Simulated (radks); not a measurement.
The numbers below are computed, except where a source is named.
Trend from Lu+ to Hg+: ionisation energy by Delta-SCF between NIST ground configurations, and size. Level of theory: non-relativistic Kohn-Sham, r2SCAN, spin-polarised, spherical densities, point nucleus; open shells are filled with parallel spins first (spin-orbit coupling, left out, can overturn this in heavy ions); meta-GGA in the generalised Kohn-Sham scheme (a radial shooting solver on a logarithmic mesh with Libxc functionals).

species       configuration  IE (eV)  NIST (eV)       kind  outermost  <r> outermost (bohr)  r at 0.001 e/bohr^3 (bohr)
Lu+           [Xe] 4f14 6s2   12.767      14.13  semi-emp.         6s                  3.54                        4.84
Hf+       [Xe] 4f14 5d1 6s2   11.062      14.61     theory         6s                  3.43                        4.77
Ta+       [Xe] 4f14 5d3 6s1   13.891       16.2  semi-emp.         6s                  3.27                        4.41
W+        [Xe] 4f14 5d4 6s1   14.488       16.4  semi-emp.         6s                  3.15                        4.33
Re+       [Xe] 4f14 5d5 6s1   15.000       16.6  semi-emp.         6s                  3.05                        4.25
Os+       [Xe] 4f14 5d6 6s1   15.276         17  semi-emp.         6s                  2.99                        4.20
Ir+       [Xe] 4f14 5d7 6s1   15.492       17.0  semi-emp.         6s                  2.94                        4.15
Pt+           [Xe] 4f14 5d9   20.075       18.6       exp.         5d                  1.61                        3.76
Au+          [Xe] 4f14 5d10   21.861      20.20       exp.         5d                  1.54                        3.69
Hg+      [Xe] 4f14 5d10 6s1   15.976     18.757       exp.         6s                  2.83                        4.01

Reference values: NIST Atomic Spectra Database (exp. = measured, semi-emp. = semi-empirical, theory = theoretical value adopted there). Relativity is left out here, which matters for elements this heavy. Open shells are spherical and high-spin; term and fine-structure splittings are not resolved.
